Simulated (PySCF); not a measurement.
Cartesian coordinates (Å):
```xyz
6

Zn     0.0192     0.0265    -0.0313
O      0.5810     1.5678     0.6704
H      1.1641     2.0525     0.0580
N     -0.7272    -1.5907    -0.4461
H     -0.0271    -2.3191    -0.6448
H     -1.3294    -1.5551    -1.2805
```
Charge 0, multiplicity 1.

Question: What HOMO, HOMO–LUMO gap and dipole moment does TPSSh-D3(BJ)/def2-TZVP // PBE-D3(BJ)/def2-SVP (PySCF) give?

Answer: 
- HOMO: -6.46 eV
- HOMO–LUMO gap: 5.31 eV
- dipole moment: 0.570 e·Å
